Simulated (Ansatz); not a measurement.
Basis sets compared for Zn₇H₂₀Se₇. The state is a singlet with charge 0. Geometry PBE-D4/def2-SVP. Ansatz on 4 threads of AMD EPYC 7R13 on a shared host and a share (37 GiB) of an NVIDIA H100 80GB HBM3; times are rough, and most runs start from earlier orbitals.

```tsv
atom	x (Å)	y (Å)	z (Å)
Se1	-0.714	-1.268	3.655
Se2	-2.424	-1.037	0.420
Se3	0.063	1.660	1.369
Se4	-2.181	1.777	-2.203
Se5	1.314	-1.639	0.461
Se6	-0.938	-1.495	-3.110
Se7	1.899	1.205	-1.757
Zn8	-3.525	-2.129	2.831
Zn9	-2.469	1.503	0.245
Zn10	1.445	-0.142	2.507
Zn11	1.850	2.846	0.118
Zn12	-0.908	-2.605	-0.893
Zn13	-0.256	0.872	-3.508
Zn14	3.205	-0.718	-0.859
H15	-4.180	-0.819	3.378
H16	-3.063	-3.609	2.621
H17	-0.695	-0.443	4.893
H18	0.007	-2.370	4.346
H19	-3.654	-1.281	-0.374
H20	-3.242	2.462	1.209
H21	2.662	0.059	3.460
H22	-0.081	2.629	2.482
H23	-1.960	3.243	-2.297
H24	-0.021	3.863	-1.167
H25	0.464	4.441	-0.988
H26	2.761	4.050	0.476
H27	-0.735	-4.135	-0.617
H28	1.995	-2.851	0.977
H29	0.129	-2.250	-3.813
H30	2.186	-1.957	-2.776
H31	0.466	1.492	-4.750
H32	4.711	-1.085	-0.937
H33	2.946	-2.106	-2.799
H34	2.943	1.837	-2.599
```

Single mean-field runs in def2-SVP, def2-TZVP are fitted with def2-universal-jkfit. In the singlet geometry the species has come apart into loosely held pieces. In the singlet, H24 and H25 lie 0.77 Å apart, H30 and H33 lie 0.77 Å apart (atoms count from 1), so H2 has formed as a molecule.

Binding counts from free atoms (Se triplet, Zn singlet, H doublet) in the same basis, without a counterpoise term.

```tsv
level	functions	energy (Eh)	HOMO (eV)	LUMO (eV)	binding per atom (eV)	wall time
PBE-D4/def2-SVP	541	-29270.5411	-5.67	-2.29	2.22	6 s
PBE0-D4/def2-SVP	541	-29271.3051	-6.81	-1.55	2.21	11 s
```

**Question.** Estimate the rows for PBE-D4/def2-TZVP (with forces), PBE0-D4/def2-TZVP.

**Answer.** 
```csv
level,functions,energy (Eh),HOMO (eV),LUMO (eV),binding per atom (eV),wall time
PBE-D4/def2-TZVP (with forces),792,-29274.4656,-5.92,-2.45,2.15,7.5 s
PBE0-D4/def2-TZVP,792,-29275.1545,-6.99,-1.70,2.15,9.5 s
```
